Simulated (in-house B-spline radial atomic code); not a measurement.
Values are calculated unless marked as measured or tabulated.
# Weak and strong correlation along the adiabatic connection

Two-electron singlets in several external potentials (atomic units), by full CI in B-splines with partial waves to l = 8 (correlation energies up to 0.6 % small). The repulsion is scaled by λ at fixed density; W(λ) is the mean repulsion less the Hartree energy, W(0) = E_x, and the area under W from 0 to 1 is E_xc.

One system gave this curve:

```
   λ  W (hartree)
   0     -0.35187
0.02     -0.35386
0.05     -0.35674
0.12     -0.36305
0.25     -0.37333
 0.4     -0.38329
 0.6     -0.39413
 0.8     -0.40285
   1        -0.41
 1.4       -0.421
   2     -0.43239
   3     -0.44432
 4.5     -0.45482
   7     -0.46458
  10     -0.47128
```

(1) Which system is it?
A. −V exp(−r²/w²), V = 2.11, w = 7.48
B. −Z/r, Z = 4.57, wall at 0.42 bohr
C. −Z exp(−kr)/r, Z = 3.02, k = 0.311
D. −Z/r, Z = 1.55

Answers

(1) A. The exchange energy sets the size: −V exp(−r²/w²), V = 2.11, w = 7.48: E_x = -0.352, E_c = -0.0345; −Z/r, Z = 4.57, wall at 0.42 bohr: E_x = -4.88, E_c = -0.0472; −Z exp(−kr)/r, Z = 3.02, k = 0.311: E_x = -1.64, E_c = -0.0435; −Z/r, Z = 1.55: E_x = -0.741, E_c = -0.041 hartree.
